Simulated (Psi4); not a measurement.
Pair of molecules, SMILES C=C with SMILES CO (the first has 6 atoms); geometry from B3LYP-D3(BJ)/def2-TZVP, rigid monomers moved along the line of their centres of mass till C1···H12 is 3.39 Å.
(charge 0, multiplicity 1):
```xyz
12

C      0.70193     0.20810     0.02380
C     -0.60631     0.02689    -0.10076
H      1.16581     1.16679    -0.17399
H      1.36150    -0.59620     0.32679
H     -1.06908    -0.93284     0.09547
H     -1.26629     0.82981    -0.40593
C     -0.29620    -0.61136     4.67428
O     -0.42828     0.70912     4.17737
H     -1.07218    -1.28102     4.28448
H     -0.40280    -0.56023     5.75741
H      0.68516    -1.04435     4.44626
H     -0.33597     0.67972     3.21680
```

The numbers are results of SAPT0/jun-cc-pV(D+d)Z in Psi4, not measurements.

Task: Give the four SAPT terms and the total, and say what mostly holds the pair together.

Result: electrostatics -1.09, exchange 0.31, induction -0.15, dispersion -0.42, total -1.36 kcal/mol; the largest attraction is electrostatics.
